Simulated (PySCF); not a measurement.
Energy landscape of O2Si, singlet: symmetric bend, bond length relaxed. Scanned: O-Si-O angle. Other coordinates (Si-O bond length) were minimised at PBE0/def2-TZVP. Each profile is relative to its own lowest point.

| a / ° | A | B | C |
|---|---|---|---|
| 180 | 0.000 | 0.000 | 0.000 |
| 170 | 0.046 | 0.036 | 0.045 |
| 160 | 0.185 | 0.144 | 0.179 |
| 150 | 0.415 | 0.327 | 0.405 |
| 140 | 0.741 | 0.592 | 0.724 |
| 130 | 1.168 | 0.955 | 1.142 |
| 120 | 1.713 | 1.433 | 1.671 |
| 110 | 2.402 | 2.053 | 2.334 |
| 100 | 3.288 | — | 3.173 |
| 90 | 4.470 | — | 4.273 |
| 80 | 6.154 | — | 5.774 |

Energies in eV.

**Question.** Match the curves with the methods CCSD on RHF/cc-pVTZ, 7 core orbitals frozen in PySCF 2.14.0; M06-2X/cc-pVTZ (PySCF); restricted B3LYP/6-31G*, spherical d in PySCF 2.14.0.

**Answer.** A is M06-2X; B is RKS-B3LYP/6-31G*; C is CCSD.

Dashes: no converged value, or the column stops at the first point that the program doubted or that broke a chosen test of continuity, which isn't proof of a fault.
